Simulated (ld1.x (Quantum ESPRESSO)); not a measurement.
The numbers below are computed, except where a source is named.
# Hardness and transferability of assorted potentials

Generated with ld1.x 7.5 (TM, RRKJ, ultrasoft, PAW), atompaw 4.2 or ONCVPSP 4.0.1. The cutoff is in Ry: for ld1.x and atompaw files where the sum of valence levels is converged to 10 mRy in a Bessel basis, for ONCV files where the hardest occupied wave has 1 mHa per electron of residual kinetic energy. The error is the largest all-electron minus pseudo excitation energy over each file’s own four to seven test configurations (ionisations up to +4, promotions, holes and added fractions of an electron), all of which were solved. The labels leave out finer settings (local radius, basis sizes, second energies), which also bear on the numbers. Spin-polarised tests are not counted. The rows are a selection from randomly drawn settings: files with unsolved tests, undetermined cutoffs or missed reference levels are left out.

| element | potential | cutoff (Ry) | largest error (meV) | bound ghosts |
| --- | --- | --- | --- | --- |
| Fe | RRKJ, LDA (PZ), scalar-relativistic, rc 2.20/2.75/1.90 (spd), local s, core correction no, reference 3d6 4s2 4p0 | 50 | +165 | none |
| Sr | TM semilocal, PBE, scalar-relativistic, rc 3.00/2.10/3.55 (spd), local d, core correction yes, reference 4p6 4d0 5s2 5p0 | 18 | +52 | none |
| Mo | TM, LDA (PZ), scalar-relativistic, rc 1.05/1.75/2.30 (spd), local d, core correction no, reference 4s2 4p6 4d5 5s0 5p0 | 100 | -79 | none |
| Hg | TM, PBE, scalar-relativistic, rc 2.20/1.30/1.20/1.75 (spdf), local s, core correction no, reference 5p6 5d10 6s1 6p0 | 110 | -1073 | none |

Question: Fill in the row for Al: TM, LDA (PZ), scalar-relativistic, rc 1.50/2.90/3.10 (spd), local smoothed, core correction yes, reference 3s2 3p1.

Answer: cutoff 25 Ry, largest error +17 meV, bound ghosts: none.

Question: Fill in the row for Li: TM, PBEsol, scalar-relativistic, rc 2.05/4.20 (sp), local smoothed, core correction no, reference 2s0.5 2p0.5.

Answer: cutoff 6 Ry, largest error +3.6 meV, bound ghosts: none.
